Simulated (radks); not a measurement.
Values are calculated unless marked as measured or tabulated.
Mg VII, configuration [He] 2s2 2p2. Code: a radial shooting solver on a logarithmic mesh with Libxc functionals. Model: Dirac Kohn-Sham, BLYP, spin-unpolarised, spherical densities, finite nucleus; open shells fill j = l - 1/2 first; Fermi nuclear charge, rms radius 3.057 fm.

Unscreened Slater integrals over Kohn-Sham orbitals (cm^-1). Large and small components are both included. Empty in this configuration: 2p3/2.

\begin{tabular}{lr}
integral & value \\ \hline
F0(2p1/2,2p1/2) & 366030 \\
F0(2p1/2,2s1/2) & 342240 \\
G1(2p1/2,2s1/2) & 201260 \\
F0(2p1/2,1s1/2) & 504240 \\
G1(2p1/2,1s1/2) & 77513 \\
F0(2p1/2,2p3/2) & 365570 \\
G2(2p1/2,2p3/2) & 172090 \\
F0(2s1/2,2s1/2) & 326570 \\
F0(2s1/2,1s1/2) & 458790 \\
G0(2s1/2,1s1/2) & 40784 \\
F0(2s1/2,2p3/2) & 341880 \\
G1(2s1/2,2p3/2) & 201340 \\
F0(1s1/2,1s1/2) & 1586600 \\
F0(1s1/2,2p3/2) & 502750 \\
G1(1s1/2,2p3/2) & 77201 \\
F0(2p3/2,2p3/2) & 365110 \\
F2(2p3/2,2p3/2) & 172100 \\
\end{tabular}
